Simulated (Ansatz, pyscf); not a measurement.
cyclic C₂H₆Si (SMILES C1C[SiH2]1) → H₃C–CH₂–SiH: [singlet], a rearrangement on the singlet surface: H–Si, C–Si broken, C–H formed. Optimised with ωB97X-D3(BJ)/def2-SVP in PySCF. Wave-function energies: Ansatz (a program for electronic structure), frozen core, RHF or UHF references. In kcal/mol, from the reactant's lowest minimum found.

```tsv
level	barrier	reaction energy
r²SCAN/def2-TZVP	24.69	+19.65
PBE/def2-TZVP	21.37	+16.68
CCSD(T)/cc-pV(D+d)Z	24.95	+10.01
CCSDT(Q)/cc-pV(D+d)Z	…	…
CCSD(T)/cc-pV(T+d)Z	25.93	+13.11
CCSD(T)/cc-pV(Q+d)Z	…	+14.47
```

Problem. What belongs in the gaps?

Solution. 
- CCSDT(Q)/cc-pV(D+d)Z, barrier: 24.73
- CCSDT(Q)/cc-pV(D+d)Z, reaction energy: +10.04
- CCSD(T)/cc-pV(Q+d)Z, barrier: 26.71

In cc-pV(D+d)Z, going from CCSD(T) to CCSDT(Q) shifts the barrier by -0.22 and the reaction energy by +0.03 kcal/mol. With HF in the quadruple-zeta basis and the correlation energy extrapolated as X⁻³ from X = 3, 4, CCSD(T) gives 27.06 and +15.14; adding the double-zeta shift gives ΔE‡ = 26.84 and ΔE = +15.17 kcal/mol, without core correlation, relativity or geometry relaxation at these levels. cyclic C₂H₆Si (SMILES C1C[SiH2]1) lies 7.42 kcal/mol over its isomer H₂C=CH–SiH₃ (electronic energy, ωB97M-D3(BJ)/def2-TZVP). H₃C–CH₂–SiH: [singlet] lies 20.66 kcal/mol over its isomer H₂C=CH–SiH₃ (electronic energy, ωB97M-D3(BJ)/def2-TZVP). One saddle was located; it need not be the lowest between these sides.
